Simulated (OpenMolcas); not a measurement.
## Cl IV: from RASSCF to RASPT2

```yaml
Program: OpenMolcas 26.06
Basis: ANO-RCC [8s7p5d4f2g]
Scalar_Hamiltonian: DKH2, point nucleus
Active_space: 2 electrons in 9 orbitals (RAS2 3p; RAS3 3d 4s, at most 1 electron)
State_averaging: 2S+1 = 3 even, 3 roots; 2S+1 = 1 even, 6 roots; 2S+1 = 3 odd, 18 roots; 2S+1 = 1 odd, 18 roots
Spin-orbit_coupling: RASSI with atomic mean-field integrals over the reference wave functions, term energies averaged over their components
```

Methods on the same reference wave functions:
A. RASSCF
B. SS-RASPT2, IPEA 0.25 Eh, imaginary shift 0.1 Eh (closed shells correlated: 2s 2p 3s)
C. MS-RASPT2, IPEA 0.25 Eh, imaginary shift 0.1 Eh (closed shells correlated: 2s 2p 3s)

Energies in cm-1 above 3s2 3p2 3P0, the measured ground level; measured values from Moore, Atomic Energy Levels, vol. I, NSRDS-NBS 35 (1971 reprint of NBS Circular 467, 1949).

```
          Level       A       B       C  Measured
    3s2 3p2 3P0     0.0     0.0     0.0       0.0
    3s2 3p2 3P1     447     450     450       491
    3s2 3p2 3P2    1253    1250    1250      1341
    3s2 3p2 1D2   16889   13500   13550     13766
    3s2 3p2 1S0   40705   37890   37890     32550
3s2 3p 3d 3F* 2  155006  154530  154540          
3s2 3p 3d 3F* 3  155474  154950  154960          
3s2 3p 3d 3F* 4  156079  155570  155580          
3s2 3p 3d 1D* 2  161417  141210  141210          
3s2 3p 3d 3P* 2  177147  161270  161190          
3s2 3p 3d 3P* 1  177551  161680  161600          
3s2 3p 3d 3P* 0  177793  161940  161860          
3s2 3p 3d 3D* 1  181122  164240  164240          
3s2 3p 3d 3D* 2  181314  164440  164440          
3s2 3p 3d 3D* 3  181489  164610  164610          
3s2 3p 3d 1P* 1  208265  188920  188910          
3s2 3p 3d 1F* 3  212990  201710  201730          
3s2 3p 4s 3P* 0  214798  213320  213380    215026
3s2 3p 4s 3P* 1  215151  213650  213710    215389
3s2 3p 4s 3P* 2  216081  214600  214670    216468
3s2 3p 4s 1P* 1  220271  217560  217570    219454
```

Deviations, from unrounded energies. A percentage is the sum of absolute deviations over the sum of measured energies, with the sign that they share, or ± where signs differ.

```csv
Against measurement,Levels,A,B,C
mean absolute deviation (cm-1),8,1600,1600,1600
fine structure of the ground term (%),2,-7.2,-7.2,-7.2
other terms of the ground configuration (%),2,+24.4,±12.1,±12.0
other configurations (%),4,±0.2,-0.8,-0.8
```

A, B, C lie about equally close to measurement. The largest miss of C in the table is 3s2 3p2 1S0, by +5300 cm-1. The ranking rests on the paired levels alone, and a cruder setting can come out closer through cancelling errors.

Between B and C the level of the table that moves most is 3s2 3p 3d 3P* 2, by 86 cm-1 (lowest in C, highest in B). Moves below CASPT2's spread within the term are not significant.

The mean deviations of B to C differ by less than CASPT2's widest spread within a term (270 cm-1), so their order carries little weight.

From A to B the spin-free energies of the other terms of 3s2 3p2 shown, above 3P, scale by factors of 0.79 to 0.93.

The lowest spin-free term lies below A's lowest term by 0.248 hartree in B, 0.248 hartree in C.

CASPT2 breaks the degeneracy within a term, and the mean is taken; among the terms shown or strongly mixed into the levels shown the widest spread is 270 cm-1 (3s2 3p2 1D, C). Over all roots computed the reference weight is 0.82 to 0.97 in B, 0.82 to 0.97 in C; the roots of lowest weight are the least certain, and an intruder state may touch them. ANO sets are built for valence states and can reach diffuse excited orbitals poorly, and with the s shell closed the s pⁿ⁺¹ terms that mix with these levels are absent. With the s shell closed, the reference lacks s² → p² mixing. Some terms miss by over 15 % even with CASPT2, which points to a basis or an active space too small for the shells correlated (holds for B; C). Measured partners are found by configuration, term and J. A level has none where our copy of the source lacks it or the pairing is in doubt (some pairs that miss far off the trend of their configuration count as doubtful), and it then counts in no deviation. Only configurations of the active space appear.

* marks odd parity.
